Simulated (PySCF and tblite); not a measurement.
The numbers below are computed, except where a source is named.
C7H9NO, numbered as in [CH3:1][CH2:2][c:3]1[cH:4][cH:5][cH:6][cH:7][n+:8]1[O-:9].

First level. Conformers came from 60 starts (ETKDG and KDG, MMFF94s, GFN2-xTB); geometries are GFN2-xTB. Weights use PBE0-D3(BJ)/def2-SVP (IEF-PCM, dimethylsulfoxide) energies plus GFN2-xTB zero-point and thermal terms (modes under about 100 cm⁻¹ blended into free rotors). Symmetry numbers and mirror images are counted. Conformers within 2.5 kcal/mol (GFN2-xTB free energy) were kept, 4 at most. GIAO shieldings: WP04/pcSseg-1 (IEF-PCM, dimethylsulfoxide). Shifts are against TMS (¹H), TMS (¹³C) at the same level. Programs: PySCF with density fitting and tblite.

It gives, at 298.15 K, with 2 conformers (largest weight 55 %): ¹H: 8.28 (H7, 1H), 7.48 (H4, 1H), 7.42 (H6, 1H), 7.32 (H5, 1H), 2.93 (H2, 2H), 1.34 (H1, 3H) ppm. ¹³C: 164.3 (C3), 147.2 (C7), 132.3 (C4), 131.6 (C6), 131.5 (C5), 31.9 (C2), 14.8 (C1) ppm.

Second level: GFN2-xTB geometries, energies BLYP-D3(BJ)/def2-SVP (IEF-PCM, methanol), shieldings PBE/pcSseg-1 (IEF-PCM, methanol), on up to 4 of the same conformers.

Problem. How do the averaged shifts change?

Solution. 
```json
{"signal": "H1", "first": "1.34", "second": "1.29", "change (ppm)": "-0.05"}
{"signal": "H2", "first": "2.93", "second": "2.97", "change (ppm)": "0.04"}
{"signal": "H4", "first": "7.48", "second": "7.62", "change (ppm)": "0.14"}
{"signal": "H5", "first": "7.32", "second": "7.27", "change (ppm)": "-0.06"}
{"signal": "H6", "first": "7.42", "second": "7.52", "change (ppm)": "0.10"}
{"signal": "H7", "first": "8.28", "second": "8.30", "change (ppm)": "0.03"}
{"signal": "C1", "first": "14.8", "second": "12.8", "change (ppm)": "-1.9"}
{"signal": "C2", "first": "31.9", "second": "31.4", "change (ppm)": "-0.5"}
{"signal": "C3", "first": "164.3", "second": "158.1", "change (ppm)": "-6.1"}
{"signal": "C4", "first": "132.3", "second": "130.3", "change (ppm)": "-2.0"}
{"signal": "C5", "first": "131.5", "second": "125.9", "change (ppm)": "-5.6"}
{"signal": "C6", "first": "131.6", "second": "129.9", "change (ppm)": "-1.7"}
{"signal": "C7", "first": "147.2", "second": "142.0", "change (ppm)": "-5.2"}
```

The largest weight becomes 62 %.

Shifts are unscaled: against experiment ¹³C can be off by 15 ppm or more and ¹H by 0.8 ppm.


Conformer gaps in def2-SVP on xTB geometries can be 2 kcal/mol too large for S=O, P=O and other polar bonds.